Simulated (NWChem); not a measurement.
System: C2H3FO2Si; SMILES C=C1O[SiH](O1)F

The following NWChem deck was run.

```
start job
memory heap 200 mb stack 900 mb global 1100 mb
geometry units angstroms noautoz
  C     -0.358314    -2.465254     0.000000
  C     -0.066743    -1.172165     0.000000
  O      0.125712    -0.342461     1.087470
  Si     0.427163     0.908695     0.000000
  F     -0.661884     2.081445     0.000000
  O      0.125712    -0.342461    -1.087470
  H     -0.477897    -2.989049     0.946652
  H     -0.477897    -2.989049    -0.946652
  H      1.751830     1.543037     0.000000
end
basis spherical
  * library def2-tzvp
end
dft
  xc b3lyp
  iterations 150
  semidirect filesize 400000000
  mulliken
end
task dft energy
```

Parts of the log:

```
             Northwest Computational Chemistry Package (NWChem) 7.3.0
             --------------------------------------------------------

 CS  symmetry detected

                             Geometry "geometry" -> ""
                             -------------------------

 Output coordinates in angstroms (scale by  1.889725989 to convert to a.u.)

  No.       Tag          Charge          X              Y              Z
 ---- ---------------- ---------- -------------- -------------- --------------
    1 C                    6.0000    -0.35732830     2.46089580     0.00000000
    2 C                    6.0000    -0.06900534     1.16707870     0.00000000
    3 O                    8.0000     0.12136555     0.33689404     1.08747000
    4 Si                  14.0000     0.41967378    -0.91501500     0.00000000
    5 F                    9.0000    -0.67231472    -2.08502656     0.00000000
    6 O                    8.0000     0.12136555     0.33689404    -1.08747000
    7 H                    1.0000    -0.47559560     2.98498944     0.94665200
    8 H                    1.0000    -0.47559560     2.98498944    -0.94665200
    9 H                    1.0000     1.74274369    -1.55268142     0.00000000

 Effective nuclear repulsion energy (a.u.)     307.8110386807

      Symmetry information
      --------------------

 Group name             Cs
 Group number              2
 Group order               2
 No. of unique centers     7

                                 NWChem DFT Module
                                 -----------------

 Summary of "ao basis" -> "ao basis" (spherical)
 ------------------------------------------------------------------------------
       Tag                 Description            Shells   Functions and Types
 ---------------- ------------------------------  ------  ---------------------
 C                         def2-tzvp                11       31   5s3p2d1f
 O                         def2-tzvp                11       31   5s3p2d1f
 Si                        def2-tzvp                13       37   5s5p2d1f
 F                         def2-tzvp                11       31   5s3p2d1f
 H                         def2-tzvp                 4        6   3s1p

      Symmetry analysis of basis
      --------------------------

        a'        130
        a"         80

            General Information
            -------------------
          SCF calculation type: DFT
          Wavefunction type:  closed shell.
          No. of atoms     :     9
          No. of electrons :    54
           Alpha electrons :    27
            Beta electrons :    27
          Charge           :     0
          Spin multiplicity:     1
          Use of symmetry is: on ; symmetry adaption is: on
          Maximum number of iterations: 150
          AO basis - number of functions:   210
                     number of shells:    80
          Convergence on energy requested:  1.00D-06
          Convergence on density requested:  1.00D-05
          Convergence on gradient requested:  5.00D-04

              XC Information
              --------------
                         B3LYP Method XC Potential
                     Hartree-Fock (Exact) Exchange  0.200
                        Slater Exchange Functional  0.800 local
                    Becke 1988 Exchange Functional  0.720 non-local
              Lee-Yang-Parr Correlation Functional  0.810
                  VWN I RPA Correlation Functional  0.190 local

             Grid Information
             ----------------
          Grid used for XC integration:  medium
          Radial quadrature: Mura-Knowles
          Angular quadrature: Lebedev.
          Tag              B.-S. Rad. Rad. Pts. Rad. Cut. Ang. Pts.
          ---              ---------- --------- --------- ---------
          C                   0.70       49          12.0       434
          O                   0.60       49          10.0       434
          Si                  1.10       88          11.0       590
          F                   0.50       49          13.0       434
          H                   0.35       45          13.0       434
          Grid pruning is: on
          Number of quadrature shells:   374
          Spatial weights used:  Erf1

      Superposition of Atomic Density Guess
      -------------------------------------

 Sum of atomic energies:        -614.66418737

      Non-variational initial energy
      ------------------------------

 Total energy =    -617.261239
 1-e energy   =   -1460.675445
 2-e energy   =     535.603167
 HOMO         =      -0.274247
 LUMO         =       0.043297

      Symmetry analysis of molecular orbitals - initial
      -------------------------------------------------

  Numbering of irreducible representations:

     1 a'          2 a"

  Orbital symmetries:

     1 a'          2 a'          3 a'          4 a"          5 a'
     6 a'          7 a'          8 a'          9 a'         10 a"
    11 a'         12 a'         13 a"         14 a'         15 a'
    16 a'         17 a"         18 a'         19 a'         20 a"
    21 a'         22 a'         23 a"         24 a"         25 a"
    26 a'         27 a'         28 a"         29 a'         30 a'
    31 a'         32 a'         33 a"         34 a'         35 a'
    36 a'         37 a"

------------------------------------------------------------
EAF file 0: "./job.aoints.0" size=509083648 bytes
------------------------------------------------------------
               write      read    awrite     aread      wait
               -----      ----    ------     -----      ----
     calls:      971         0         0         0         0
   data(b): 5.09e+08  0.00e+00  0.00e+00  0.00e+00
   time(s): 0.00e+00  0.00e+00  0.00e+00  0.00e+00  0.00e+00
rate(mb/s): 0.00e+00  0.00e+00
------------------------------------------------------------

     ---------------------------------------------
      Total Density - Mulliken Population Analysis
     ---------------------------------------------

    Atom       Charge   Shell Charges
 -----------   ------   -------------------------------------------------------
    1 C    6     6.69   0.86  1.12  0.57  0.67  0.14  1.33  1.41  0.56  0.01  0.01  0.01
    2 C    6     5.20   0.86  1.12  0.51  0.57  0.03  0.92  0.89  0.12  0.04  0.11  0.02
    3 O    8     8.68   0.79  1.18  0.59  0.97  0.25  1.96  2.16  0.74  0.00  0.02  0.00
    4 Si  14    12.63   2.00  0.59  1.39  0.74  0.34  4.10  1.74  0.45  0.69  0.14  0.21  0.16  0.09
    5 F    9     9.50   0.77  1.20  0.61  1.01  0.31  2.36  2.35  0.88  0.00  0.01  0.00
    6 O    8     8.68   0.79  1.18  0.59  0.97  0.25  1.96  2.16  0.74  0.00  0.02  0.00
    7 H    1     0.81   0.23  0.44  0.12  0.02
    8 H    1     0.81   0.23  0.44  0.12  0.02
    9 H    1     1.01   0.22  0.51  0.27  0.01

   convergence    iter        energy       DeltaE   RMS-Dens  Diis-err
 ---------------- ----- ----------------- --------- --------- ---------
 d= 0,ls=0.0,diis     1   -617.9204302653 -9.26D+02  5.74D-03  1.77D+00
 d= 0,ls=0.0,diis     2   -617.8359536267  8.45D-02  3.32D-03  2.73D+00
 d= 0,ls=0.0,diis     3   -618.0658846822 -2.30D-01  7.58D-04  1.06D-01
 d= 0,ls=0.0,diis     4   -618.0734172627 -7.53D-03  3.06D-04  1.58D-02
 d= 0,ls=0.0,diis     5   -618.0747673423 -1.35D-03  1.00D-04  1.79D-03
  Resetting Diis
 d= 0,ls=0.0,diis     6   -618.0749323524 -1.65D-04  2.39D-05  6.16D-05
 d= 0,ls=0.0,diis     7   -618.0749387351 -6.38D-06  1.16D-05  5.05D-06
 d= 0,ls=0.0,diis     8   -618.0749378482  8.87D-07  7.24D-06  1.38D-05

         Total DFT energy =     -618.074937848217
      One electron energy =    -1464.035029926368
           Coulomb energy =      598.868769937548
    Exchange-Corr. energy =      -60.719716540117
 Nuclear repulsion energy =      307.811038680721

 Numeric. integr. density =       54.000006170683

                  Occupations of the irreducible representations
                  ----------------------------------------------

                     irrep           alpha         beta
                     --------     --------     --------
                     a'               19.0         19.0
                     a"                8.0          8.0

                       DFT Final Molecular Orbital Analysis
                       ------------------------------------

 Vector   25  Occ=2.000000D+00  E=-3.641032D-01  Symmetry=a"
              MO Center=  9.4D-02,  3.5D-01,  4.1D-14, r^2= 2.1D+00
   Bfn.  Coefficient  Atom+Function         Bfn.  Coefficient  Atom+Function
  ----- ------------  ---------------      ----- ------------  ---------------
    70      0.322047  3 O  pz               169      0.322047  6 O  pz
    73      0.266004  3 O  pz               172      0.266004  6 O  pz
    76      0.173552  3 O  pz               175      0.173552  6 O  pz
   110     -0.111981  4 Si pz                39     -0.096373  2 C  pz
    69      0.084638  3 O  py               168     -0.084638  6 O  py

 Vector   26  Occ=2.000000D+00  E=-3.574551D-01  Symmetry=a"
              MO Center=  1.4D-01,  3.0D-01,  4.3D-14, r^2= 1.8D+00
   Bfn.  Coefficient  Atom+Function         Bfn.  Coefficient  Atom+Function
  ----- ------------  ---------------      ----- ------------  ---------------
    68      0.321354  3 O  px               167     -0.321354  6 O  px
    71      0.270879  3 O  px               170     -0.270879  6 O  px
    74      0.191372  3 O  px               173     -0.191372  6 O  px
    69      0.097535  3 O  py               168     -0.097535  6 O  py
    72      0.082092  3 O  py               171     -0.082092  6 O  py

 Vector   27  Occ=2.000000D+00  E=-2.464446D-01  Symmetry=a'
              MO Center= -1.8D-01,  1.7D+00,  1.4D-14, r^2= 2.3D+00
   Bfn.  Coefficient  Atom+Function         Bfn.  Coefficient  Atom+Function
  ----- ------------  ---------------      ----- ------------  ---------------
     6      0.307519  1 C  px                 9      0.264276  1 C  px
    37      0.223886  2 C  px                12      0.210018  1 C  px
    40      0.200017  2 C  px                68     -0.157117  3 O  px
   167     -0.157117  6 O  px                71     -0.133893  3 O  px
   170     -0.133893  6 O  px                74     -0.108789  3 O  px

 Vector   28  Occ=0.000000D+00  E=-2.142133D-02  Symmetry=a"
              MO Center=  6.5D-01, -1.1D+00, -1.3D-13, r^2= 3.8D+00
   Bfn.  Coefficient  Atom+Function         Bfn.  Coefficient  Atom+Function
  ----- ------------  ---------------      ----- ------------  ---------------
   113      0.830871  4 Si pz                14      0.390938  1 C  pz
   110      0.358360  4 Si pz               195     -0.314287  7 H  s
   201      0.314287  8 H  s                 45     -0.292705  2 C  pz
   144     -0.163955  5 F  pz               138     -0.140554  5 F  pz
    75      0.136643  3 O  py               120     -0.136611  4 Si d -1

 Vector   29  Occ=0.000000D+00  E= 7.105246D-03  Symmetry=a'
              MO Center=  3.2D-01, -8.3D-01,  2.9D-14, r^2= 5.6D+00
   Bfn.  Coefficient  Atom+Function         Bfn.  Coefficient  Atom+Function
  ----- ------------  ---------------      ----- ------------  ---------------
   112      1.000291  4 Si py                36     -0.592818  2 C  s
    44      0.517910  2 C  py               135      0.423890  5 F  s
    43     -0.416309  2 C  px               207      0.401336  9 H  s
   111      0.329410  4 Si px                98     -0.327143  4 Si s
    12      0.297658  1 C  px                67      0.292803  3 O  s

 Vector   30  Occ=0.000000D+00  E= 2.710304D-02  Symmetry=a'
              MO Center=  3.5D-01,  4.2D-01,  1.0D-13, r^2= 5.8D+00
   Bfn.  Coefficient  Atom+Function         Bfn.  Coefficient  Atom+Function
  ----- ------------  ---------------      ----- ------------  ---------------
    98      1.826560  4 Si s                207     -0.911813  9 H  s
     5     -0.740085  1 C  s                 43     -0.581585  2 C  px
    12      0.473333  1 C  px                67     -0.392654  3 O  s
   166     -0.392654  6 O  s                 44      0.372649  2 C  py
     4     -0.317444  1 C  s                112      0.307046  4 Si py

------------------------------------------------------------
EAF file 0: "./job.aoints.0" size=725090304 bytes
------------------------------------------------------------
               write      read    awrite     aread      wait
               -----      ----    ------     -----      ----
     calls:     1383         7         0      9674      9674
   data(b): 7.25e+08  3.67e+06  0.00e+00  5.07e+09
   time(s): 0.00e+00  0.00e+00  0.00e+00  0.00e+00  0.00e+00
rate(mb/s): 0.00e+00  0.00e+00
------------------------------------------------------------

     ---------------------------------------------
      Total Density - Mulliken Population Analysis
     ---------------------------------------------

    Atom       Charge   Shell Charges
 -----------   ------   -------------------------------------------------------
    1 C    6     6.34   0.85  1.12  0.52  0.63  0.15  1.36  1.17  0.52  0.01  0.01  0.00
    2 C    6     5.62   0.85  1.12  0.55  0.56  0.02  1.26  0.95  0.11  0.05  0.14  0.02
    3 O    8     8.39   0.79  1.18  0.59  0.93  0.30  1.90  1.92  0.74  0.00  0.03  0.00
    4 Si  14    13.21   2.00  0.57  1.40  0.83  0.25  4.13  1.68  0.61  0.87  0.12  0.34  0.28  0.14
    5 F    9     9.29   0.77  1.20  0.61  0.97  0.35  2.29  2.13  0.96  0.00  0.01  0.00
    6 O    8     8.39   0.79  1.18  0.59  0.93  0.30  1.90  1.92  0.74  0.00  0.03  0.00
    7 H    1     0.87   0.27  0.48  0.09  0.02
    8 H    1     0.87   0.27  0.48  0.09  0.02
    9 H    1     1.02   0.25  0.52  0.24  0.01

     -------------------------------------------
      Total Density - Lowdin Population Analysis
     -------------------------------------------

    Atom       Charge   Shell Charges
 -----------   ------   -------------------------------------------------------
    1 C    6     6.24   0.91  1.04  0.36  0.36  0.18  1.16  1.36  0.65  0.02  0.17  0.03
    2 C    6     6.43   0.91  1.03  0.35  0.29  0.15  1.07  1.12  0.52  0.07  0.78  0.14
    3 O    8     7.86   0.87  1.09  0.53  0.55  0.29  1.75  1.85  0.86  0.00  0.07  0.00
    4 Si  14    13.88   2.00  0.83  1.08  0.45  0.26  3.85  1.87  0.67  0.85  0.37  0.37  0.80  0.47
    5 F    9     8.97   0.86  1.10  0.60  0.71  0.39  2.15  2.13  1.02  0.00  0.01  0.00
    6 O    8     7.86   0.87  1.09  0.53  0.55  0.29  1.75  1.85  0.86  0.00  0.07  0.00
    7 H    1     0.86   0.25  0.39  0.17  0.06
    8 H    1     0.86   0.25  0.39  0.17  0.06
    9 H    1     1.04   0.25  0.47  0.29  0.02

     Multipole analysis of the density
     ---------------------------------

     L   x y z        total         alpha         beta         nuclear
     -   - - -        -----         -----         ----         -------
     0   0 0 0     -0.000000    -27.000000    -27.000000     54.000000

     1   1 0 0      0.540300      0.270150      0.270150     -0.000000
     1   0 1 0     -0.340858     -0.170429     -0.170429      0.000000
     1   0 0 1      0.000000      0.000000      0.000000      0.000000

     2   2 0 0    -30.156648    -34.815082    -34.815082     39.473516
     2   1 1 0     -2.526261      4.826036      4.826036    -12.178334
     2   1 0 1      0.000000      0.000000      0.000000      0.000000
     2   0 2 0    -29.160964   -224.207575   -224.207575    419.254185
     2   0 1 1     -0.000000     -0.000000     -0.000000      0.000000
     2   0 0 2    -31.122809    -52.546482    -52.546482     73.970155
```

Level: B3LYP/def2-TZVP. All runs use the structure optimised with PBE0/def2-SVP.
